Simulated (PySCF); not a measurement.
**Excitation energy of Pd by level of theory**

Pd [Kr] 4d10 (1S) → Pd [Kr] 4d9 5s1, s spin flipped, as a difference of total energies. All numbers are calculated (PySCF 2.14, the spin-free X2C one-electron Hamiltonian (Gaussian nucleus), in x2c-QZVPPall). The calculations carry no spin-orbit coupling.

```json
{"method": "UHF", "excitation energy (eV)": "0.122"}
{"method": "revPBE", "excitation energy (eV)": "1.188"}
{"method": "CAM-B3LYP", "excitation energy (eV)": "1.052"}
{"method": "wB97M-V", "excitation energy (eV)": "1.362"}
```

The upper determinant mixes two multiplicities, so it lies between the two terms.

The basis was made for the ground configuration and has no added diffuse functions, so the excitation energy can come out too high.
